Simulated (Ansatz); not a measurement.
Geometry optimisation, RKS PBE-D4/def2-SVP (Ansatz 0.2.0).

The input (input.yaml):

```yaml
crystal:
  periodic: [false, false, false]
  atoms:
    - { symbol: O, position_ang: [-0.35062, 1.74605, 0.01389] }
    - { symbol: Si, position_ang: [-0.73917, 0.29561, 0.67841] }
    - { symbol: Si, position_ang: [0.83869, -1.09651, -0.2571] }
    - { symbol: Cl, position_ang: [-0.14076, -2.95017, 0.09614] }
    - { symbol: H, position_ang: [0.39186, 2.00501, -0.53135] }
basis:
  gaussian: { orbitals: def2-SVP }
hamiltonian:
  xc: pbe
  dispersion: d4
relax:
  f_tol: 0.015
  max_steps: 40
```

Command:

```bash
$ ansatz run input.yaml --threads 1 --pin off --max-ram 2048MiB --backend cpu --events-out ev --progress --plain --runs-dir out
```

Task: Where does it end, and by what steps?

Result: The run converged. After 19 steps the energy has fallen by 0.559 eV; Cl4 moved furthest, 1.10 Å.

```
step  energy less start (eV)  largest force component (eV/Å)  accepted
   0                  0.0000                           1.628       yes
   1                 -0.1582                           2.066       yes
   2                 -0.2397                           1.656       yes
   3                 -0.2490                           0.686       yes
   4                 -0.2439                           1.543        no
   5                 -0.3275                           0.231       yes
   6                 -0.3363                           0.140       yes
   7                 -0.3401                           0.122       yes
   8                 -0.3522                           0.396       yes
   9                 -0.3638                           0.444       yes
  10                 -0.3899                           0.494       yes
  11                 -0.4281                           0.938       yes
  12                 -0.5013                           0.717       yes
  13                 -0.5482                           0.360       yes
  14                 -0.5522                           0.416       yes
  15                 -0.5529                           0.167       yes
  16                 -0.5578                           0.135       yes
  17                 -0.5581                           0.108       yes
  18                 -0.5585                           0.062       yes
  19                 -0.5586                           0.013       yes
```

```xyz
5
Properties=species:S:1:pos:R:3
O -0.578 1.433 -0.131
Si -0.448 0.237 1.074
Si 1.411 -1.188 0.238
Cl -0.509 -2.027 -0.383
H 0.124 1.545 -0.797
```

Whether the end is a true minimum wasn't checked by a vibrational analysis.

The run took 47 s on 1 thread of Arm Neoverse V1, on a shared host, peak memory 0.14 GiB.
